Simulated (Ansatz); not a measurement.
Consider the ligand exchange at a Ti–C bond: `[CH3][Ti]([OH])([F])[Cl]` + H₂Se → `[OH][Ti]([F])([Cl])[SeH]` + CH₄.

Calculated with Ansatz (gas phase, PBE0-D4/def2-TZVP geometries, no zero-point term in ΔE). CCSD(T)/CBS is the MP2 limit (def2-TZVPP, def2-QZVPP) plus CCSD(T) − MP2 in def2-TZVPP, frozen cores. This one scheme is used for every species. DFT in def2-TZVPP. B3LYP here is the variant with VWN-RPA as its local correlation; programs differ in this. For Se, Ti outer-core shells are correlated without core-valence functions, which leaves a few kJ/mol of doubt a bond. Scalar relativity is left out up to krypton. One conformer a species, not always the lowest.

CCSD(T)/CBS gives -126.9 kJ/mol.

**Question.** Another level gave -120.1 kJ/mol. Which?
A. HF/def2-TZVPP
B. B3LYP/def2-TZVPP
C. ωB97X-V/def2-TZVPP
D. r2SCAN-D4/def2-TZVPP

**Answer.** C. ωB97X-V -120.1, r2SCAN-D4 -138.1, B3LYP -129.4, HF/def2-TZVPP -111.2 kJ/mol.

Largest T1 diagnostic among the species: 0.023, so the coupled-cluster value is less sure than usual.

From PBE to PBE0 (25 % exact exchange), in def2-TZVPP and without D4, ΔE moves by +7.1 kJ/mol. In def2-TZVPP, CCSD(T) changes the Hartree–Fock value by −18.6 kJ/mol (the triples alone add −13.2 kJ/mol) and MP2 by −31.3 kJ/mol.

CCSD(T)/CBS has its own doubt, a few kJ/mol and more with outer-core shells, so smaller differences from it don't rank the levels.
